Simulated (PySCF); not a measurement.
Mo²⁴⁺ (molybdenum, charge +24): Hartree-Fock from Schrödinger to Dirac-Coulomb-Breit

Occupied: 1s1/2, 2s1/2, 2p1/2, 2p3/2, 3s1/2, 3p1/2, 3p3/2. Hartree-Fock calculated with PySCF 2.14 in an uncontracted even-tempered set (21 s from 1.4 bohr⁻², ratio 2.3; 16 p from 1.7 bohr⁻², ratio 2.3), Gaussian nucleus throughout. NR is non-relativistic, sf-X2C the spin-free one-electron X2C Hamiltonian, X2C adds the bare one-electron spin-orbit term, X2C-SNSO screens it by Boettger's factors, DC is four-component Dirac-Coulomb, and the Gaunt and Breit terms are added at first order (total energies over the DC spinors, levels after relaxing the spinors in that mean field). QED terms are absent. Levels marked empty are virtual spinors of this ion; the basis has s and p functions only, so 3d, which can lie below the n = 4 levels, is absent.

```json
{"Hamiltonian": "NR", "E (hartree)": "-3613.2261"}
{"Hamiltonian": "sf-X2C", "E (hartree)": "-3683.9382"}
{"Hamiltonian": "X2C", "E (hartree)": "-3684.4705"}
{"Hamiltonian": "X2C-SNSO", "E (hartree)": "-3684.4199"}
{"Hamiltonian": "DC", "E (hartree)": "-3685.2503"}
{"Hamiltonian": "DC+Gaunt", "E (hartree)": "-3682.6773"}
{"Hamiltonian": "DC+Breit", "E (hartree)": "-3682.9231"}
```

```csv
level (eV),NR,sf-X2C,X2C,X2C-SNSO,DC,DC+Gaunt,DC+Breit
1s1/2,-20671.1,-21155.6,-21154.6,-21154.7,-21169.2,-21130.1,-21132.8
2s1/2,-3824.7,-3945.6,-3945.3,-3945.3,-3946.9,-3943.3,-3943.5
2p1/2,-3601.9,-3634.2,-3712.8,-3708.8,-3709.2,-3703.2,-3703.8
2p3/2,-3601.9,-3634.2,-3597.6,-3599.3,-3600.5,-3596.2,-3596.9
3s1/2,-1350.3,-1381.7,-1381.6,-1381.6,-1381.9,-1381.2,-1381.3
3p1/2,-1261.6,-1272.3,-1289.5,-1288.6,-1288.7,-1287.4,-1287.6
3p3/2,-1261.6,-1272.3,-1264.2,-1264.6,-1264.9,-1264.0,-1264.1
4s1/2 (empty),-634.40,-645.34,-645.33,-645.33,-645.43,-645.18,-645.21
4p1/2 (empty),-603.05,-607.32,-612.85,-612.58,-612.60,-612.18,-612.24
4p3/2 (empty),-603.05,-607.32,-604.72,-604.84,-604.91,-604.61,-604.68
```

Q: How large are the two-electron picture-change error of X2C and the Breit correction in the total energy?

A: X2C-1e lies 0.7799 hartree above Dirac-Coulomb; Gaunt adds 2.5731 and the full Breit term 2.3272 hartree.

```tsv
interval (eV)	X2C	X2C-SNSO	DC	DC+Gaunt	DC+Breit
2p3/2 − 2p1/2	115.2	109.5	108.7	107.0	107.0
3p3/2 − 3p1/2	25.23	23.99	23.82	23.44	23.44
4p3/2 − 4p1/2	8.135	7.737	7.689	7.564	7.564
```

Weight of the small component: 1s1/2 0.0235, 2s1/2 0.00493, 2p1/2 0.00488, 2p3/2 0.00473, 3s1/2 0.00164, 3p1/2 0.00158, 3p3/2 0.00155, 4s1/2 0.000705, 4p1/2 0.000683, 4p3/2 0.000671.

Koopmans' value for the highest occupied level at DC+Breit: 1264.1 eV, against an ionisation energy of 1263 ± 4 eV (semi-empirical (NIST evaluation); NIST Atomic Spectra Database, ionization energies); the former lacks relaxation, correlation, QED and recoil.

The whole ladder took 120 s of wall time on 1 thread of Intel(R) Xeon(R) 6975P-C (shared host), launched as `OMP_NUM_THREADS=1 python relrun2.py TASK.json OUT` (a driver that calls PySCF for each Hamiltonian).
